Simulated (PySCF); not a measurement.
Isomers of C10H18Si. Computed with PySCF, PBE0-D3(BJ)/def2-SVP geometry optimisation, gas phase. Energies are electronic, without zero-point or thermal terms, for one conformer each. No frequencies were run at this level. Point groups hold within 0.08 Å.

**Question.** Rank from lowest to highest electronic energy at this level (kcal/mol).
A. `C=C[Si](C=C)(C=C)C(C)(C)C` (Si(vinyl)3(tBu))
B. Si(vinyl)3(nBu), `C=C[Si](C=C)(C=C)CCCC`

**Answer.** A (0.0), B (0.4).

Neighbours under 2.5 kcal/mol apart (C=C[Si](C=C)(C=C)C(C)(C)C and C=C[Si](C=C)(C=C)CCCC) can change places with a better method, another conformer or zero-point energy.

```
                   SMILES      E (Eh)  E rel (kcal/mol)  dipole (D)  point group       A, B, C (MHz)
C=C[Si](C=C)(C=C)C(C)(C)C  -680.39318               0.0        0.18            –  1025, 739.7, 738.3
    C=C[Si](C=C)(C=C)CCCC  -680.39259               0.4        0.04           C1  1226, 487.6, 476.9
```

**Question.** How do the relative energies change in single points at B3LYP/pcSseg-1 (no added dispersion term) on the same geometries?

**Answer.** 
```
                   SMILES  PBE0-D3(BJ)/def2-SVP (kcal/mol)  B3LYP/pcSseg-1 (kcal/mol)  shift
C=C[Si](C=C)(C=C)C(C)(C)C                              0.0                        2.8   +2.8
    C=C[Si](C=C)(C=C)CCCC                              0.4                        0.0   -0.4
```

Each column counts from its own lowest isomer. C=C[Si](C=C)(C=C)CCCC becomes the lowest; the largest shift is 2.8 kcal/mol.

**Question.** As an exercise, what shares would exp(−E/RT) give at 2000 K from these electronic energies alone (no entropy, no degeneracies)?

**Answer.** RT = 3.974 kcal/mol: C=C[Si](C=C)(C=C)C(C)(C)C 52.3 %, C=C[Si](C=C)(C=C)CCCC 47.7 %.
